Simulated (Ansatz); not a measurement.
Species: C4H3O2 (charge 0, doublet). It need not be the lowest isomer of its formula. SMILES: Oc1c[c]co1
Coordinates optimised at B3LYP-D3(BJ)/def2-TZVP (Ansatz, a first-principles code):
```xyz
9

O      1.9485     0.0255     0.0743
C      0.6146     0.1319     0.0237
C     -0.1879     1.2301    -0.0048
C     -1.4932     0.6646    -0.0556
C     -1.4430    -0.6738    -0.0563
O     -0.0870    -1.0232    -0.0053
H      2.1906    -0.9097     0.0818
H      0.1170     2.2600     0.0088
H     -2.1422    -1.4860    -0.0845
```
Charge 0, spin multiplicity 2.

Parts of the frozen-core correlation energy in cc-pwCVTZ (Ansatz, hartree). Frozen orbitals: 6; correlated occupied orbitals by spin: 16 and 15; virtual: 278 and 279. UHF or UKS for open shells. Spin-orbit coupling is left out. No relativistic terms.

| term | value |
|---|---|
| reference (HF) | -302.94431 |
| MP2 opposite-spin | -0.78158 |
| MP2 same-spin | [?] |
| CCSD correlation | [?] |
| (T) | [?] |
| T1 diagnostic | 0.032 |
| largest doubles amplitude | 0.069 |
| <S^2> of the reference | 1.005 |

Question: What belongs in the gaps?

Answer: 
- MP2 same-spin, value: -0.27952
- CCSD correlation, value: -1.08541
- (T), value: -0.05388
